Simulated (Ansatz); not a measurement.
`FC([SiH3])[TeH]` + H₂O → `OC(F)[TeH]` + SiH₄ at 600 K and 1 bar (formal hydrolysis of a C–Si bond).

Computed with Ansatz on PBE0-D4/def2-TZVP structures; ΔE is electronic, products minus reactants. CCSD(T)/CBS adds triple-zeta CCSD(T) − MP2 to the extrapolated MP2 energy (def2 sets, frozen cores). This one scheme is used for every species. Elements past krypton have def2 core potentials. For Te outer-core shells are correlated without core-valence functions, which leaves a few kJ/mol of doubt a bond. One conformer a species, not always the lowest.

| species | CCSD(T)/CBS energy (Eh) | H − E (kJ/mol) | S (J/(mol·K)) |
| --- | --- | --- | --- |
| `FC([SiH3])[TeH]` | -697.62294 | 191.1 | 435.7 |
| H₂O | -76.37941 | 76.8 | 212.8 |
| `OC(F)[TeH]` | -482.52376 | 153.8 | 387.4 |
| SiH₄ | -291.46306 | 108.7 | 242.3 |

H − E and S are ideal-gas, rigid-rotor, harmonic terms from PBE0-D4/def2-TZVP, for one conformer and one mirror image of each species. 1 Eh = 2625.50 kJ/mol, R = 8.31446 J/(mol·K).

Problem. By hand: ΔE, ΔH, ΔS and ΔG.

Solution. ΔE = (-482.52376) + (-291.46306) − (-697.62294) − (-76.37941) = 0.01553 Eh = 40.8 kJ/mol. Δ(H − E) = 153.8 + 108.7 − 191.1 − 76.8 = -5.4, so ΔH = 35.4 kJ/mol. ΔS = 387.4 + 242.3 − 435.7 − 212.8 = -18.8 J/(mol·K). ΔG = 35.4 − 600 × (-18.8)/1000 = 46.7 kJ/mol.

Problem. By hand: the equilibrium constant, and the temperature at which ΔG would vanish if ΔH and ΔS stayed fixed.

Solution. log₁₀ K = −ΔG/(RT ln 10) = -4.1. ΔH and −TΔS have one sign here, so there is no such temperature.

ΔH outweighs TΔS. A doubt of 5 kJ/mol in ΔE shifts log₁₀ K by 0.4 here. Other conformers and mirror images would add mixing entropy, several J/(mol·K) or more a flexible species. These are equilibria of isolated gas molecules and say nothing of rates. Largest T1 diagnostic: 0.012 (customary marks: 0.02 for closed shells, 0.045 for open ones).
